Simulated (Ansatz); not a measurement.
Stepwise reaction of `N[SiH2]O[SiH2]N` with water, as a gas-phase model of exchange steps in deposition or etching. ΔE in kJ/mol.

Calculated with Ansatz (gas phase, PBE0-D4/def2-TZVP geometries, no zero-point term in ΔE). CBS: MP2 limit from def2 TZ/QZ plus the TZ coupled-cluster correction, frozen cores. This one scheme is used for every species. DFT in def2-TZVPP. B3LYP here is the variant with VWN-RPA as its local correlation; programs differ in this. Each species was taken in one conformer, which may not be the lowest.

```csv
step,reaction,PBE-D4,B3LYP-D4,ωB97M-V,CCSD(T)/CBS
2,`N[SiH2]O[SiH](N)O` + H₂O → `N[Si@H](O)O[Si@@H](N)O` + H₂,-92.5,-100.9,-100.6,-99.1
```

Problem. Give the row of step 1, `N[SiH2]O[SiH2]N` + H₂O → `N[SiH2]O[SiH](N)O` + H₂. (Best estimate.)

Solution. Computed: 
| step | reaction | PBE-D4 | B3LYP-D4 | ωB97M-V | CCSD(T)/CBS |
| --- | --- | --- | --- | --- | --- |
| 1 | `N[SiH2]O[SiH2]N` + H₂O → `N[SiH2]O[SiH](N)O` + H₂ | -100.4 | -104.3 | -106.5 | -101.8 |

Problem. By hand: ΔE of the 2 steps together at CCSD(T)/CBS.

Solution. (-101.8) + (-99.1) = -200.9 kJ/mol, or -100.4 kJ/mol a step.

In ΔE the steps differ by no more than 2.7 kJ/mol. All are downhill at CCSD(T)/CBS. PBE-D4 differs from CCSD(T)/CBS by 1.4 to 6.6 kJ/mol a step. Isolated molecules leave out the surface, adducts and barriers. Largest T1 diagnostic: 0.011.
